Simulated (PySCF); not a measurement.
```xyz
3
charge 1 multiplicity 1, angstrom
Sb    0.0000    0.0000    0.0000
Br    0.0000    0.0000    2.5054
Br    0.0000    0.0000   -2.5054
```

All numbers come from PBE0 in PySCF with Sb def2-TZVP with ECP28, Br def2-TZVP; scalar-relativistic core potentials, no spin–orbit coupling; density-fitted integrals.

This geometry of [SbBr2]+ is a stationary point at this level.

Task: What is the point group?

Result: D∞h.

Task: Is it a minimum?

Result: No: it has 2 imaginary modes (one degenerate set), at 135i cm⁻¹ (πu).

Task: Which band is strongest in the infrared?

Result: 270 cm⁻¹ (σu+), 125 km/mol.

Task: Give the atomic charges and bond orders.

Result: 
```csv
atom,Mulliken,Löwdin,polar tensor,Mayer order to Sb1
Sb1,1.04,0.61,1.64,–
"Br2,3",-0.02,0.20,-0.32,1.47
```

Other isomers or separated fragments may lie lower. At this level a singlet minimum of C2v symmetry lies 179 kJ/mol below this structure.
